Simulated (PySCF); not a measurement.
# Reading the logs of faulty runs: H3O2Si2

All numbers below are calculated, not measured. The program is PySCF 2.14.0, an open-source quantum chemistry code, run on an isolated molecule that a program drew, which may never have been made. The molecule is H3O2Si2 (charge 0, doublet), drawn as the SMILES string `O=[SiH]O[SiH2]`.

Each row is a Hartree-Fock (HF) and frozen-core CCSD(T) single point in the cc-pV(D+d)Z basis, meant for a local HF minimum. Run 1 is clean. Each other run has one planted mistake out of seven kinds, and not every kind appears here: one electron removed, one electron added, multiplicity raised by two, geometry at a saddle point, minimal basis STO-3G, one bond length entered in bohr, all coordinates scaled. The reference is restricted for singlets and unrestricted otherwise, and also for a bond in bohr. Adding or removing an electron swaps singlet and doublet. Electrons count all cores. HOMO and LUMO are orbital energies over both spins, the gradient is its largest component, and the lowest frequency (negative if imaginary) is given only where the gradient is small. Bond lengths are over the 6 bonds as drawn. T1 is the CCSD diagnostic: over 0.02 (restricted) or 0.045 (unrestricted) a single reference is doubtful.

Geometry of the clean run:
```xyz
7
H3O2Si2, angstrom
O     1.7750   -2.9005   -1.0498
Si    0.9316   -2.1462   -0.0768
O     0.4214   -0.6325   -0.2209
Si    0.4355    0.7252   -1.2028
H     0.4193   -2.6576    1.1909
H    -0.2147    1.8117   -0.4404
H    -0.3096    0.4286   -2.4453
```

```
run  electrons  basis functions  <S^2>  HOMO (eV)  LUMO (eV)  gradient (hartree/bohr)  lowest frequency (cm^-1)  mean bond (Å)  longest bond (Å)      T1  HF (hartree)  CCSD(T) (hartree)                          mistake
  1         47               89  0.753      -9.61       1.19                  3.8e-06                        54         1.5314             1.676  0.0196    -729.39405         -729.97604                         no fault
  2         47               89  0.753      -9.30       1.57                  1.4e-01                         -         1.4104             1.543  0.0160    -729.32583         -729.88916           all coordinates scaled
  3         46               89  0.000     -16.36      -7.78                  8.6e-02                         -         1.5314             1.676  0.0257    -729.07382         -729.65943             one electron removed
  4         47               89  2.107      -8.92       1.30                  3.0e-02                         -         1.7527             2.820  0.0460    -729.21870         -729.75012  one bond length entered in bohr
  5         47               31  1.066      -5.51       6.10                  7.1e-02                         -         1.5314             1.676  0.0506    -720.54775         -720.76222                                ?
  6         48               89  0.000      -0.62       6.75                  7.5e-02                         -         1.5314             1.676  0.0206    -729.38090         -729.99384                                ?
```

**Which mistake was planted in run 5, and what did it cost?**

It has 31 basis functions where the clean run has 89, with the same electrons and geometry. So the mistake is: minimal basis STO-3G. Subtracting run 1 and multiplying by 627.51 kcal/mol a hartree, the energy moved by 5551.1 kcal/mol in HF and 5781.8 kcal/mol in CCSD(T).

**Which mistake was planted in run 6, and what did it cost?**

It counts 48 electrons, one more than the clean run, at the same geometry and basis. So the mistake is: one electron added. Subtracting run 1 and multiplying by 627.51 kcal/mol a hartree, the energy moved by 8.3 kcal/mol in HF and -11.2 kcal/mol in CCSD(T).

Cautions from the logs. Run 3: T1 is over the limit, so its CCSD(T) energy is less reliable; run 4: T1 is over the limit, so its CCSD(T) energy is less reliable; run 5: T1 is over the limit, so its CCSD(T) energy is less reliable; run 6: T1 is over the limit, so its CCSD(T) energy is less reliable.
